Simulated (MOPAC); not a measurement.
Job for MOPAC: PM3 on CdH, 2S+1 = 2, a spin state set in the input, which need not be the lowest, a point of a bond scan (R = 1.777 Å).

```
PM3 1SCF PRECISE CHARGE=0 UHF MS=0.5 THREADS=1
CdH

Cd     0.00000000 1     0.00000000 1     0.00000000 1
H      0.00000000 1     0.00000000 1     1.77714700 1
```

Output:

```
*******************************************************************************
 **                                                                           **
 **                              MOPAC v23.2.5                                **
 **                                                                           **
 *******************************************************************************
 ** MOPAC's Digital Object Identifier: https://doi.org/10.5281/zenodo.6511958 **
 **                                                                           **
 ** Please cite the open-source release paper for use of this MOPAC version:  **
 ** J. E. Moussa and J. J. P. Stewart (2026)                                  **
 ** MOPAC: An open-source semiempirical molecular orbital program             **
 ** J. Open Source Softw., 11(119), 8025, https://doi.org/10.21105/joss.08025 **
 *******************************************************************************

                              PM3 CALCULATION RESULTS

 *******************************************************************************
 *  PM3        - The PM3 Hamiltonian to be used
 *  UHF        - UNRESTRICTED HARTREE-FOCK CALCULATION
 *
 *
 *
 *                 CHARGE ON SYSTEM = 0
 *
 *
 *
 *  MS=        - IN MECI, MAGNETIC COMPONENT OF SPIN =  0.5
 *  PRECISE    - TIGHTER CRITERIA TO BE USED
 *  1SCF       - DO 1 SCF AND THEN STOP
 *  THREADS=1  - MULTI-THREADING NOT USED
 *  T=         - A TIME OF 172800.0 SECONDS REQUESTED
 *  DUMP=N     - RESTART FILE WRITTEN EVERY 7200.0 SECONDS REQUESTED
 *******************************************************************************
PM3 1SCF PRECISE CHARGE=0 UHF MS=0.5 THREADS=1
 CdH

   ATOM   CHEMICAL          X               Y               Z
  NUMBER   SYMBOL      (ANGSTROMS)     (ANGSTROMS)     (ANGSTROMS)

     1      Cd          0.00000000  *   0.00000000  *   0.00000000  *
     2       H          0.00000000  *   0.00000000  *   1.77714700  *



          CARTESIAN COORDINATES

    NO.       ATOM           X           Y           Z

     1        Cd          0.0000      0.0000      0.0000
     2         H          0.0000      0.0000      1.7771

  H: (PM3): J. J. P. STEWART, J. COMP. CHEM. 10, 209 (1989).
 Cd: (PM3): J. J. P. STEWART, J. COMP. CHEM. 12, 320-341 (1991).

           Empirical Formula: H Cd  =     2 atoms



      MOLECULAR POINT GROUP   :   C*v


          UHF CALCULATION, NO. OF ALPHA ELECTRONS =    2
                           NO. OF BETA  ELECTRONS =    1

 -------------------------------------------------------------------------------
 PM3 1SCF PRECISE CHARGE=0 UHF MS=0.5 THREADS=1
 CdH



     1SCF WAS SPECIFIED, SO BFGS WAS NOT USED
     SCF FIELD WAS ACHIEVED


                              PM3 CALCULATION
                                                       MOPAC v23.2.5 Linux




          FINAL HEAT OF FORMATION =         37.65446 KCAL/MOL =     157.54625 KJ/MOL


          COSMO AREA              =         50.72 SQUARE ANGSTROMS
          COSMO VOLUME            =         32.16 CUBIC ANGSTROMS

          IONIZATION POTENTIAL    =          5.287360 EV
          ALPHA SOMO LUMO (EV)    =         -5.287 22.724
          BETA  SOMO LUMO (EV)    =         -9.300  3.947
          NO. OF ALPHA ELECTRONS  =          2
          NO. OF BETA  ELECTRONS  =          1
          MOLECULAR WEIGHT        =        113.4179         POINT GROUP:  C*v

          MOLECULAR DIMENSIONS (Angstroms)

            Atom       Atom       Distance
            H     2   Cd     1     1.77715
            H     2   Cd     1     0.00000
           Cd     1    H     2     0.00000


          SCF CALCULATIONS        =          1





   ATOM   CHEMICAL          X               Y               Z
  NUMBER   SYMBOL      (ANGSTROMS)     (ANGSTROMS)     (ANGSTROMS)

     1      Cd          0.00000000  *   0.00000000  *   0.00000000  *
     2       H          0.00000000  *   0.00000000  *   1.77714700  *

                             CARTESIAN COORDINATES

   1   Cd        0.000000000     0.000000000     0.000000000
   2    H        0.000000000     0.000000000     1.777147000


           Empirical Formula: H Cd  =     2 atoms



      MOLECULAR POINT GROUP   :   C*v


          ALPHA EIGENVALUES
 -12.41835  -5.28736  22.72413  22.72413  23.17026


           BETA EIGENVALUES
  -9.30026   3.94716  23.37837  23.37837  24.02075


              NET ATOMIC CHARGES AND DIPOLE CONTRIBUTIONS

  ATOM NO.   TYPE          CHARGE      No. of ELECS.   s-Pop       p-Pop
    1         Cd           0.391008        1.6090     1.60063     0.00836
    2          H          -0.391008        1.3910     1.39101
 DIPOLE           X         Y         Z       TOTAL
 POINT-CHG.     0.000     0.000    -3.338     3.338
 HYBRID         0.000     0.000     0.132     0.132
 SUM            0.000     0.000    -3.206     3.206


          ATOMIC ORBITAL ELECTRON POPULATIONS

     Atom    s        px        py        pz
    1 Cd   1.60063   0.00000   0.00000   0.00836
    2  H   1.39101


                    (SZ)    =    0.500000
                    (S**2)  =    0.751489


          ATOMIC ORBITAL SPIN POPULATIONS

    Atom   Total    s     px     py     pz
         Atomic
    1 Cd  0.3995  0.395  0.000  0.000  0.005
    2  H  0.6005  0.601

 **********************
 *                    *
 * JOB ENDED NORMALLY *
 *                    *
 **********************




 == MOPAC DONE ==
```

The run finished.

Cost: very roughly 0.020 core-seconds.
